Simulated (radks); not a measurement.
Question: The tungsten ion W3+, 71 electrons, occupied as [Xe] 4f14 5d(up 1.5, down 1.5) (fractional occupations, a model configuration). All-electron calculation, non-relativistic Kohn-Sham, TPSS, spin-polarised, spherical densities, point nucleus; meta-GGA in the generalised Kohn-Sham scheme; relativity is left out, which matters for an element this heavy. Program: a radial shooting solver on a logarithmic mesh with Libxc functionals. Some entries of the table are withheld. Estimate them.

| orbital | occ. | eigenvalue (hartree) | <r> (bohr) |
|---|---|---|---|
| 1s | 2 | -2345.412 | 0.02047 |
| 2s | 2 | -386.3500 | 0.08646 |
| 2p | 6 | -370.2383 | 0.07316 |
| 3s | 2 | (1) | 0.2195 |
| 3p | 6 | -81.62425 | 0.2097 |
| 3d | 10 | -67.78041 | 0.1840 |
| 4s | 2 | -18.73257 | 0.4896 |
| 4p | 6 | -15.61329 | 0.4969 |
| 4d | 10 | (2) | 0.5138 |
| 5s | 2 | -3.43756 | 1.165 |
| 4f | 14 | -2.57644 | 0.5881 |
| 5p | 6 | -2.53070 | 1.280 |
| 5d | 3 | -1.17128 | 1.720 |

Answer: 
(1) 3s eigenvalue (hartree): -89.07841
(2) 4d eigenvalue (hartree): -9.94715
